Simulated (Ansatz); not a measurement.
C₂H₇BO₂Se (`CC[Se]B(O)O`), charge 0, multiplicity 1.

Task: Give a relaxed structure at PBE0-D4/def2-TZVP (Ansatz). (An estimate is asked.)

Result: Computed: 
Z-matrix (Å, degrees):
```
C
C 1 1.511
H 1 1.095 2 110.1
H 1 1.091 2 110.8 3 119.4
H 1 1.092 2 111.4 3 -119.9
Se 2 1.963 1 113.3 3 177.8
H 2 1.091 1 111.8 3 60.2
H 2 1.089 1 111.9 3 -61.6
B 6 1.959 2 99.0 1 78.5
O 9 1.359 6 119.6 2 2.4
O 9 1.365 6 121.5 2 -178.0
H 10 0.962 9 111.6 6 179.3
H 11 0.959 9 114.7 6 0.8
```
This is one stationary point; other conformers may exist.
